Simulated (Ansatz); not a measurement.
Species: sum formula BN$_{2}$H$_{4}$, net charge 0, doublet state. It need not be the lowest isomer of its formula. 
Coordinates optimised at B3LYP-D3(BJ)/def2-TZVP (Ansatz, a quantum-chemistry and plane-wave program):
```xyz
7

B     -0.0215     0.3561     0.3835
N     -1.2511    -0.0723    -0.1289
N      1.2587    -0.0530    -0.0060
H     -1.3500    -0.7545    -0.8693
H     -2.1288     0.2757     0.2110
H      2.0935     0.3083     0.4179
H      1.4400    -0.7330    -0.7326
```
Charge 0, spin multiplicity 2.

Basis-set convergence of Hartree-Fock and CCSD(T) correlation energies (hartree) with Ansatz. Cores are frozen in the correlated levels unless marked. UHF or UKS for open shells. Spin-orbit coupling is left out. Non-relativistic.

```json
[
 {"basis": "cc-pVDZ", "functions": "62", "E(HF)": "-135.94465", "E(corr, CCSD(T))": "-0.44398"},
 {"basis": "cc-pVTZ", "functions": "146", "E(HF)": "-135.99060", "E(corr, CCSD(T))": "-0.54658"},
 {"basis": "cc-pVQZ", "functions": "285", "E(HF)": "-136.00141", "E(corr, CCSD(T))": "-0.57893"},
 {"basis": "cc-pV5Z", "functions": "493", "E(HF)": "-136.00415", "E(corr, CCSD(T))": "-0.58944"}
]
```

Extrapolating the two largest sets (X = 4 and 5) as X^-3: E(corr) = (125·(-0.58944) - 64·(-0.57893))/61 = -0.6005 Eh, an estimate of the basis-set limit. The largest set recovers 98.2 % of it, the smallest 73.9 %.
